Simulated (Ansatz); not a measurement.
System: C2H6B, charge 0, multiplicity 2. It need not be the lowest isomer of its formula. SMILES: [CH2]BC
Geometry from a B3LYP-D3(BJ)/def2-TZVP (Ansatz, a quantum-chemistry and plane-wave program) optimisation:
```
B
H 1 1.1978
C 1 1.5315 2 118.33
H 3 1.0856 1 123.38 2 0.00
H 3 1.0873 4 113.87 1 -180.00
C 1 1.5639 2 118.86 3 180.00
H 6 1.0917 1 115.09 2 -180.00
H 6 1.0969 7 108.29 1 123.61
H 6 1.0969 7 108.29 8 112.77
```
Charge 0, spin multiplicity 2.

Parts of the frozen-core correlation energy in aug-cc-pVDZ (Ansatz, hartree). Frozen orbitals: 3; correlated occupied orbitals by spin: 9 and 8; virtual: 111 and 112. UHF or UKS for open shells. Spin-orbit coupling is left out. No relativistic terms.

| term | value |
|---|---|
| reference (HF) | -103.88615 |
| MP2 opposite-spin | [?] |
| MP2 same-spin | -0.07533 |
| CCSD correlation | [?] |
| (T) | [?] |
| T1 diagnostic | 0.011 |
| largest doubles amplitude | 0.015 |
| <S^2> of the reference | 0.758 |

What belongs in the gaps?


- MP2 opposite-spin, value: -0.28136
- CCSD correlation, value: -0.40537
- (T), value: -0.01167
